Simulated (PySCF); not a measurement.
# Electron correlation in Hf²⁺ (hafnium, charge +2)

[Xe] 4f14 5d1 6s1, high-spin 3D determinant (an excited configuration). Calculation: PySCF 2.14, in aug-cc-pVTZ-PP with ECP60MDF (6s6p5d3f2g, 88 functions); scalar relativity through the core potential. Frozen: 5s2 5p6; 2 electrons correlated.

With two correlated electrons CCSD is exact within the correlated space (frozen core and kept virtual orbitals).

| level | correlation energy (mhartree) |
| --- | --- |
| CCSD | -5.94 |

Diagnostics: T1 = 0.028, D1 = 0.0558, largest double amplitude 0.023.

Spin-orbit coupling, absent here, splits the open shell strongly.

Cost of the coupled-cluster step: roughly 3 core-seconds, for 2 correlated electrons.

Iterations:

```
CC2 = 0
CCSD nocc = (np.int64(2), np.int64(0)), nmo = (84, 84)
frozen orbitals [[0, 1, 2, 3], [0, 1, 2, 3]]
max_cycle = 100
direct = 0
conv_tol = 1e-08
conv_tol_normt = 1e-06
diis_space = 8
diis_start_cycle = 0
Init t2, MP2 energy = -0.00440904844363959
Init E_corr(UCCSD) = -0.0044090484440905
cycle = 1  E_corr(UCCSD) = -0.00550745909921202  dE = -0.00109841066  norm(t1,t2) = 0.0135278
cycle = 2  E_corr(UCCSD) = -0.00581350151215446  dE = -0.000306042413  norm(t1,t2) = 0.0045511
cycle = 3  E_corr(UCCSD) = -0.00595723074981319  dE = -0.000143729238  norm(t1,t2) = 0.00184993
cycle = 4  E_corr(UCCSD) = -0.00595468737042096  dE = 2.54337939e-06  norm(t1,t2) = 0.000911447
cycle = 5  E_corr(UCCSD) = -0.00595461749083382  dE = 6.98795871e-08  norm(t1,t2) = 0.000897899
cycle = 6  E_corr(UCCSD) = -0.00595091509233989  dE = 3.70239849e-06  norm(t1,t2) = 0.000896747
cycle = 7  E_corr(UCCSD) = -0.00594012179182651  dE = 1.07933005e-05  norm(t1,t2) = 0.000648414
cycle = 8  E_corr(UCCSD) = -0.00594057380306549  dE = -4.52011239e-07  norm(t1,t2) = 5.88975e-05
cycle = 9  E_corr(UCCSD) = -0.00594030684477673  dE = 2.66958289e-07  norm(t1,t2) = 1.14153e-05
cycle = 10  E_corr(UCCSD) = -0.00594029894914942  dE = 7.89562731e-09  norm(t1,t2) = 3.34052e-06
cycle = 11  E_corr(UCCSD) = -0.00594030393565213  dE = -4.98650271e-09  norm(t1,t2) = 3.99927e-07
UCCSD converged
E(UCCSD) = -47.24689594603036  E_corr = -0.005940303935652132
```
